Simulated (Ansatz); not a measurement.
Relaxation of Cd₆S₅ with RKS PBE-D4/def2-SVP.

```sh
$ ansatz run in.yaml --threads 4 --pin off --events-out ev --progress --plain --max-ram 6963MiB
```

```yaml
crystal:
  periodic: [false, false, false]
  atoms:
    - {symbol: Cd, position_ang: [-3.326830, -1.296790, 0.937660]}
    - {symbol: Cd, position_ang: [1.007360, -2.668050, -0.540170]}
    - {symbol: Cd, position_ang: [0.633250, 0.466910, 0.479970]}
    - {symbol: Cd, position_ang: [4.677420, 1.148530, -0.807130]}
    - {symbol: Cd, position_ang: [3.042820, 2.167340, 1.472360]}
    - {symbol: Cd, position_ang: [-0.184810, -2.971940, -3.079220]}
    - {symbol: S, position_ang: [-0.868800, 2.392590, 0.912880]}
    - {symbol: S, position_ang: [-2.545430, 1.984760, -0.118640]}
    - {symbol: S, position_ang: [-0.977310, -1.537560, 0.495950]}
    - {symbol: S, position_ang: [-3.920550, 1.114650, 1.042970]}
    - {symbol: S, position_ang: [2.462870, -0.800440, -0.796640]}
basis:
  gaussian: {orbitals: def2-SVP}
hamiltonian: {xc: pbe, dispersion: d4}
scf: {lower_state_search: "off"}
output: {orbitals: {seedname: orbitals}}
relax: {f_tol: 0.03, max_steps: 70}
```

It took 2.3 min on 4 threads of Arm Neoverse V1 on a shared host, peak host memory 0.66 GiB.

Positions (Å) and forces (eV/Å) at steps 1, 2, 3, 4, 5, 6, 7, 8, 9, 10, 11, 12, 13, 14, 15, 16, 18 of 18:

```xyz
11
step=1 energy=-81528.8558 eV
Cd   -3.327   -1.297    0.938   -0.101    0.203   -0.012
Cd    1.007   -2.668   -0.540   -0.278   -0.204    0.211
Cd    0.633    0.467    0.480    0.358   -0.017   -0.347
Cd    4.677    1.149   -0.807    0.012   -0.145   -0.168
Cd    3.043    2.167    1.472   -0.247    0.056    0.209
Cd   -0.185   -2.972   -3.079   -0.124   -0.102   -0.304
S    -0.869    2.393    0.913    0.942    0.424    0.637
S    -2.545    1.985   -0.119   -0.050    0.044   -1.168
S    -0.977   -1.538    0.496    0.250   -0.651    0.126
S    -3.921    1.115    1.043   -1.254   -0.175    0.741
S     2.463   -0.800   -0.797    0.493    0.568    0.077
11
step=2 energy=-81529.1654 eV
Cd   -3.309   -1.182    0.948    0.155    0.419    0.007
Cd    1.029   -2.674   -0.574   -0.024   -0.015    0.038
Cd    0.659    0.439    0.392   -0.011    0.018   -0.145
Cd    4.697    1.165   -0.803   -0.044   -0.118   -0.105
Cd    2.982    2.171    1.503   -0.169    0.083    0.172
Cd   -0.185   -3.029   -3.142   -0.087   -0.091   -0.228
S    -0.824    2.395    0.924    0.199   -0.102    0.153
S    -2.567    1.949   -0.100   -0.040    0.093   -0.321
S    -0.940   -1.654    0.561   -0.124   -0.191    0.236
S    -4.089    1.205    1.084   -0.028   -0.310    0.118
S     2.546   -0.785   -0.792    0.171    0.214    0.075
11
step=3 energy=-81529.3338 eV
Cd   -3.207   -1.052    1.006    0.348    0.267   -0.049
Cd    1.019   -2.678   -0.653   -0.008    0.095   -0.057
Cd    0.635    0.408    0.336   -0.085   -0.038    0.007
Cd    4.656    1.183   -0.786   -0.085   -0.088   -0.046
Cd    2.876    2.188    1.573   -0.112    0.091    0.134
Cd   -0.206   -3.099   -3.264   -0.037   -0.071   -0.118
S    -0.807    2.373    0.922    0.074   -0.138   -0.042
S    -2.558    1.961   -0.147    0.012    0.100   -0.039
S    -0.879   -1.770    0.706   -0.254    0.009    0.241
S    -4.100    1.258    1.081    0.112   -0.270   -0.027
S     2.571   -0.772   -0.773    0.034    0.044   -0.004
11
step=4 energy=-81529.4792 eV
Cd   -3.076   -0.942    1.005    0.362    0.102   -0.031
Cd    0.977   -2.646   -0.720   -0.085    0.101   -0.089
Cd    0.616    0.357    0.347   -0.040    0.004    0.062
Cd    4.600    1.187   -0.779   -0.090   -0.043   -0.004
Cd    2.796    2.217    1.644   -0.095    0.081    0.096
Cd   -0.236   -3.150   -3.358   -0.005   -0.054   -0.039
S    -0.782    2.347    0.899    0.013   -0.050   -0.043
S    -2.544    1.974   -0.187    0.105    0.103   -0.039
S    -0.828   -1.854    0.874   -0.172    0.000    0.157
S    -4.090    1.267    1.059    0.028   -0.180   -0.015
S     2.566   -0.757   -0.783   -0.021   -0.064   -0.056
11
step=5 energy=-81529.6134 eV
Cd   -2.901   -0.849    0.998    0.247    0.038    0.011
Cd    0.901   -2.617   -0.802   -0.168    0.106   -0.021
Cd    0.612    0.331    0.392    0.060   -0.065    0.055
Cd    4.512    1.183   -0.756   -0.080   -0.017    0.023
Cd    2.715    2.269    1.725   -0.091    0.061    0.059
Cd   -0.267   -3.210   -3.445    0.005   -0.043   -0.003
S    -0.757    2.348    0.877   -0.010    0.007   -0.008
S    -2.517    1.998   -0.228    0.125    0.077   -0.057
S    -0.763   -1.937    1.030   -0.052    0.010    0.030
S    -4.067    1.255    1.021    0.008   -0.137   -0.014
S     2.532   -0.770   -0.813   -0.043   -0.037   -0.074
11
step=6 energy=-81529.7262 eV
Cd   -2.732   -0.805    1.027    0.134    0.051    0.042
Cd    0.771   -2.559   -0.871   -0.062    0.121   -0.031
Cd    0.621    0.290    0.478    0.219    0.027   -0.050
Cd    4.409    1.190   -0.670   -0.100   -0.023    0.025
Cd    2.603    2.290    1.833   -0.070    0.042    0.026
Cd   -0.331   -3.290   -3.499    0.000   -0.035    0.008
S    -0.691    2.360    0.854   -0.134    0.051    0.024
S    -2.425    1.991   -0.302    0.109    0.018    0.022
S    -0.649   -1.968    1.191   -0.126   -0.080    0.020
S    -4.003    1.223    0.926    0.082   -0.090   -0.055
S     2.426   -0.722   -0.968   -0.051   -0.081   -0.031
11
step=7 energy=-81529.7973 eV
Cd   -2.589   -0.738    1.095    0.137   -0.067    0.019
Cd    0.634   -2.496   -0.963   -0.169    0.065    0.198
Cd    0.736    0.293    0.492    0.065   -0.082   -0.048
Cd    4.256    1.194   -0.573   -0.053   -0.026    0.004
Cd    2.493    2.397    1.957   -0.068    0.002   -0.020
Cd   -0.387   -3.388   -3.573   -0.007   -0.022    0.031
S    -0.652    2.346    0.859   -0.045   -0.029   -0.010
S    -2.352    1.983   -0.355    0.091   -0.023    0.086
S    -0.586   -2.010    1.301    0.074    0.043   -0.274
S    -3.951    1.197    0.852    0.065    0.035   -0.072
S     2.398   -0.779   -1.092   -0.090    0.104    0.085
11
step=8 energy=-81529.8260 eV
Cd   -2.410   -0.693    1.121   -0.176    0.019    0.006
Cd    0.497   -2.444   -1.021    0.036   -0.013   -0.090
Cd    0.776    0.294    0.522    0.092   -0.007   -0.047
Cd    4.103    1.224   -0.478   -0.017   -0.036   -0.030
Cd    2.376    2.443    2.063   -0.028    0.013   -0.003
Cd   -0.478   -3.517   -3.587    0.005    0.001    0.067
S    -0.603    2.353    0.885    0.061   -0.036    0.048
S    -2.237    1.968   -0.407   -0.012    0.012    0.010
S    -0.472   -2.044    1.297   -0.087    0.007    0.084
S    -3.851    1.179    0.768    0.090   -0.069   -0.028
S     2.299   -0.762   -1.165    0.036    0.107   -0.018
11
step=9 energy=-81529.8388 eV
Cd   -2.479   -0.751    1.116   -0.042    0.095   -0.049
Cd    0.486   -2.376   -1.027    0.032   -0.046   -0.096
Cd    0.821    0.270    0.537   -0.043    0.072    0.016
Cd    4.096    1.256   -0.472    0.006   -0.005   -0.029
Cd    2.370    2.447    2.094   -0.021    0.004   -0.010
Cd   -0.517   -3.567   -3.530    0.004    0.003    0.057
S    -0.559    2.325    0.900   -0.003    0.003    0.047
S    -2.182    1.958   -0.414    0.007   -0.056    0.086
S    -0.507   -2.046    1.301    0.061   -0.044   -0.002
S    -3.822    1.178    0.729    0.019    0.011   -0.048
S     2.293   -0.694   -1.234   -0.020   -0.037    0.027
11
step=10 energy=-81529.8491 eV
Cd   -2.498   -0.750    1.066    0.061   -0.034   -0.006
Cd    0.517   -2.394   -1.058    0.001    0.017   -0.034
Cd    0.819    0.292    0.545   -0.041   -0.046   -0.021
Cd    4.100    1.270   -0.484    0.000   -0.001   -0.020
Cd    2.383    2.461    2.101   -0.007    0.012   -0.002
Cd   -0.544   -3.635   -3.502    0.006   -0.001    0.046
S    -0.557    2.335    0.957   -0.002   -0.018    0.056
S    -2.162    1.959   -0.377   -0.002    0.027   -0.009
S    -0.518   -2.044    1.256   -0.002    0.022   -0.013
S    -3.833    1.186    0.720   -0.010    0.030   -0.021
S     2.293   -0.679   -1.224   -0.003   -0.009    0.024
11
step=11 energy=-81529.8570 eV
Cd   -2.497   -0.747    1.011    0.055   -0.056    0.021
Cd    0.538   -2.375   -1.099   -0.016   -0.007   -0.032
Cd    0.808    0.293    0.546   -0.009   -0.039   -0.001
Cd    4.100    1.305   -0.498   -0.007    0.006   -0.004
Cd    2.379    2.455    2.119    0.010    0.016    0.005
Cd   -0.592   -3.733   -3.443    0.010    0.002    0.040
S    -0.561    2.324    1.035    0.039   -0.038    0.016
S    -2.130    1.980   -0.352   -0.026    0.068   -0.013
S    -0.521   -2.049    1.211   -0.030    0.028   -0.011
S    -3.827    1.198    0.693   -0.026    0.006   -0.029
S     2.301   -0.649   -1.223    0.000    0.014    0.007
11
step=12 energy=-81529.8654 eV
Cd   -2.492   -0.748    0.938    0.023   -0.014   -0.003
Cd    0.557   -2.348   -1.166   -0.024   -0.020   -0.046
Cd    0.817    0.283    0.569   -0.014   -0.044   -0.019
Cd    4.079    1.365   -0.514   -0.014    0.010    0.008
Cd    2.378    2.457    2.159    0.017    0.010    0.006
Cd   -0.660   -3.895   -3.357    0.028    0.023    0.053
S    -0.542    2.301    1.136   -0.029   -0.029   -0.021
S    -2.090    2.045   -0.306   -0.001    0.034    0.020
S    -0.525   -2.061    1.142   -0.040    0.017    0.016
S    -3.823    1.204    0.634    0.043   -0.001   -0.004
S     2.301   -0.604   -1.235    0.012    0.014   -0.012
11
step=13 energy=-81529.8681 eV
Cd   -2.488   -0.743    0.896    0.015    0.000   -0.003
Cd    0.568   -2.334   -1.198   -0.031   -0.034   -0.043
Cd    0.813    0.271    0.573   -0.002   -0.025   -0.017
Cd    4.057    1.406   -0.528   -0.017    0.012    0.015
Cd    2.377    2.443    2.186    0.019    0.003    0.005
Cd   -0.681   -3.983   -3.303    0.035    0.034    0.057
S    -0.538    2.280    1.190   -0.032   -0.009   -0.069
S    -2.067    2.090   -0.288   -0.004   -0.011    0.096
S    -0.533   -2.070    1.111   -0.023    0.001    0.000
S    -3.809    1.218    0.611    0.043    0.021   -0.034
S     2.300   -0.577   -1.250   -0.003    0.008   -0.008
11
step=14 energy=-81529.8701 eV
Cd   -2.490   -0.733    0.863   -0.001    0.002   -0.002
Cd    0.573   -2.323   -1.217   -0.032   -0.050   -0.047
Cd    0.812    0.260    0.568   -0.002    0.008    0.000
Cd    4.034    1.440   -0.541   -0.014    0.014    0.018
Cd    2.387    2.419    2.211    0.012   -0.002   -0.002
Cd   -0.675   -4.049   -3.259    0.036    0.036    0.053
S    -0.524    2.269    1.219   -0.054   -0.011   -0.049
S    -2.057    2.122   -0.260    0.020   -0.006    0.048
S    -0.547   -2.074    1.088   -0.005   -0.004   -0.012
S    -3.811    1.229    0.594    0.054    0.018    0.001
S     2.299   -0.559   -1.267   -0.012   -0.006   -0.007
11
step=15 energy=-81529.8733 eV
Cd   -2.483   -0.716    0.825   -0.017    0.006    0.000
Cd    0.575   -2.328   -1.250   -0.024   -0.036   -0.037
Cd    0.806    0.251    0.562    0.000    0.011   -0.003
Cd    3.970    1.489   -0.554   -0.008    0.013    0.014
Cd    2.397    2.384    2.259    0.004   -0.010   -0.008
Cd   -0.650   -4.153   -3.208    0.032    0.033    0.042
S    -0.509    2.263    1.254   -0.037    0.002   -0.043
S    -2.035    2.175   -0.236    0.021   -0.030    0.055
S    -0.559   -2.083    1.052    0.004   -0.009   -0.007
S    -3.790    1.259    0.589    0.033    0.026   -0.007
S     2.278   -0.542   -1.295   -0.007   -0.006   -0.006
11
step=16 energy=-81529.8761 eV
Cd   -2.506   -0.695    0.794   -0.006    0.023   -0.008
Cd    0.576   -2.325   -1.281   -0.017   -0.031   -0.036
Cd    0.795    0.238    0.535   -0.013    0.042    0.029
Cd    3.881    1.563   -0.575    0.004    0.013    0.008
Cd    2.418    2.309    2.323   -0.004   -0.014   -0.018
Cd   -0.574   -4.281   -3.135    0.020    0.019    0.021
S    -0.482    2.254    1.287    0.011   -0.010   -0.023
S    -2.001    2.224   -0.206    0.000   -0.031    0.029
S    -0.598   -2.086    1.004    0.037   -0.011   -0.015
S    -3.765    1.316    0.599   -0.002    0.020   -0.007
S     2.256   -0.517   -1.345   -0.030   -0.021    0.019
11
step=18 energy=-81529.8780 eV
Cd   -2.524   -0.668    0.769    0.007    0.010   -0.004
Cd    0.559   -2.326   -1.325   -0.007   -0.001   -0.011
Cd    0.788    0.231    0.545   -0.016   -0.003   -0.002
Cd    3.814    1.615   -0.600   -0.001   -0.003    0.000
Cd    2.444    2.261    2.360   -0.010   -0.012   -0.018
Cd   -0.489   -4.401   -3.097    0.015    0.017    0.014
S    -0.457    2.255    1.313    0.000    0.012    0.016
S    -1.977    2.255   -0.176    0.010   -0.006   -0.006
S    -0.627   -2.083    0.954   -0.006   -0.002    0.006
S    -3.754    1.367    0.616   -0.002   -0.006    0.008
S     2.224   -0.507   -1.358    0.009   -0.005   -0.002
```

In the def2 sets Cd takes a core potential; there is no spin–orbit coupling. The structure comes from a short search, and lower isomers may exist.
